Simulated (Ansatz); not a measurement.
(CuF)2 ring (Cu₂F₂): single points at one geometry.

```yaml
crystal:
  periodic: [false, false, false]
  atoms:
    - {symbol: Cu, position_ang: [-0.013375, -1.111670, 0.410714]}
    - {symbol: F, position_ang: [-1.165715, 0.371794, 0.968411]}
    - {symbol: Cu, position_ang: [0.013376, 1.111659, -0.410712]}
    - {symbol: F, position_ang: [1.165714, -0.371784, -0.968413]}
basis:
  gaussian: {orbitals: def2-TZVP, initial_orbitals: start.molden}
hamiltonian: {xc: hf}
scf: {omitted_lower_state_checks: [starts]}
output: {orbitals: {seedname: orbitals}}
```

The file start.molden holds the orbitals of an earlier run on this structure, at another level or in another basis.

```sh
$ ansatz run in.yaml --threads 4 --pin off --events-out ev --progress --plain --max-ram 3916MiB
```

It prints (some lines left out):

```
Functional definition: HF
1760 factors; their error is unknown
mean field evaluation 1: about -94609.1362 eV, gradient 3.6e1 eV
mean field evaluation 2: about -94610.6811 eV, gradient 2.3e0 eV
mean field evaluation 4: about -94610.7233 eV, gradient 6.3e-4 eV
mean field evaluation 8: about -94611.3066 eV, gradient 7.7e-6 eV
mean field -94611.30655194 eV, -3476.9013859370 hartree, gradient 7.7e-6 eV, S^2 0.000000; 0 other end points of the search recorded, 0 dependent functions left out
reference -94611.30655194 eV, -3476.9013859370 hartree; 38, 38 occupied and 114, 114 virtual orbitals, 1760 factors
Total energy: -94611.30655194 eV, -3476.9013859370 hartree
Checks for a lower state left out: starts
```

It took 1.6 s on 4 threads of Arm Neoverse V2 on a shared host.

The first input with `hamiltonian: {xc: r2scan, dispersion: d4}` (abridged; 2.9 s):

```
Functional definition: r2SCAN
mean field -94716.56197781 eV, -3480.7694514931 hartree, gradient 8.4e-5 eV, S^2 0.000000
Total energy: -94716.57906122 eV, -3480.7700792968 hartree
Checks for a lower state left out: starts
```

First input, but with `hamiltonian: {xc: {name: B2PLYP}}`, `correlation: {frozen_orbitals: {Cu: 9, F: 1}}` and without the key `output` (abridged; 3.5 s):

```
Functional definition: B2PLYP
mean field -94688.28160332 eV, -3479.7301668997 hartree, gradient 4.3e-6 eV, S^2 0.000000
20 core orbitals not correlated: weight in the atoms' cores, before any rotation towards them, 1.000 or more for the frozen orbitals, at most 0.000 for the correlated occupied ones
second order -45.06594159 eV of doubles, -0.00000000 eV of singles
Total energy: -94700.44955394 eV, -3480.1773308370 hartree
Checks for a lower state left out: starts
```

The first input with `gaussian: {orbitals: def2-TZVPD, initial_orbitals: start.molden}`, `hamiltonian: {xc: r2scan, dispersion: d4}` (abridged; 3.6 s):

```
Functional definition: r2SCAN
mean field -94716.70093852 eV, -3480.7745582050 hartree, gradient 6.7e-5 eV, S^2 0.000000
Total energy: -94716.71802409 eV, -3480.7751860881 hartree
Checks for a lower state left out: starts
```

First input, but with `hamiltonian: {xc: pbe0, dispersion: d4}`, `output: {forces: true, orbitals: {seedname: orbitals}}` (abridged; 2.8 s):

```
Functional definition: PBE0
mean field -94700.93063672 eV, -3480.1950103034 hartree, gradient 3.0e-5 eV, S^2 0.000000
Total energy: -94701.00200264 eV, -3480.1976329522 hartree
Atom 0 force    -0.005543    -0.465252     0.171839 eV/Å
Atom 1 force    -0.155675     0.049677     0.129316 eV/Å
Atom 2 force     0.005515     0.465340    -0.171844 eV/Å
Atom 3 force     0.155702    -0.049765    -0.129311 eV/Å
Dipole moment:     0.000002    -0.000020     0.000005 e Å
Checks for a lower state left out: starts
```

First input, but with `gaussian: {orbitals: def2-SVP, initial_orbitals: start.molden}`, `hamiltonian: {xc: pbe, dispersion: d4}` (abridged; 0.9 s):

```
Functional definition: PBE
mean field -94680.68105846 eV, -3479.4508520278 hartree, gradient 1.6e-5 eV, S^2 0.000000
Total energy: -94680.76685915 eV, -3479.4540051451 hartree
Checks for a lower state left out: starts
```

Geometry: PBE0-D4/def2-SVP.

Correlated methods freeze 20 core orbitals.
